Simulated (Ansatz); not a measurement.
CdH+ (`[CdH+]`), relaxed with RKS PBE0-D4/def2-TZVP in Ansatz 0.2.0 from a GFN2-xTB geometry. The force threshold is 0.005 eV/Å; the program also tests the step.

Charge 1, multiplicity 1. Cd takes the def2 core potential.

Start:

```xyz
2

Cd   -0.161    0.783    0.053
H     0.161   -0.783   -0.053
```

**Question.** How much energy does the relaxation release, and in how many steps? (An estimate is asked.)

**Answer.** Computed: 2.41 kJ/mol, in 2 steps.

**Question.** Which bonds change most? (An estimate is asked.)

**Answer.** Ansatz gave: Cd1–H2 from 1.602 to 1.663 Å.

**Question.** Give the relaxed structure. (An estimate is asked.)

**Answer.** Computed: 
```xyz
2

Cd   -0.167    0.813    0.055
H     0.167   -0.813   -0.055
```
